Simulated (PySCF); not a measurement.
Name the molecule from its bond curve

A diatomic of charge 0 contains Te. Its doublet curve at PBE0 in a triple-zeta basis (scalar-relativistic core potentials, PySCF), in eV from the separated fragments:

```csv
R (Å),E (eV)
1.643,-2.135
1.720,-2.907
1.796,-3.317
1.854,-3.456
1.911,-3.490
1.968,-3.446
2.045,-3.300
2.140,-3.028
2.255,-2.630
2.408,-2.059
```

The fit gives ωe = 633 cm⁻¹ and the rotational constant Bₑ = 0.2804 cm⁻¹.

Q: Which atom is the partner?

A: The minimum lies at 1.904 Å, so the reduced mass is 16.8576 u Å² cm⁻¹/(Bₑ·Re²) = 16.58 u. With Te at 129.91 u the partner weighs about 19.0 u: F. The molecule is TeF.

Spin–orbit coupling is left out. The state was picked by a PBE0 search and need not be the measured ground state.
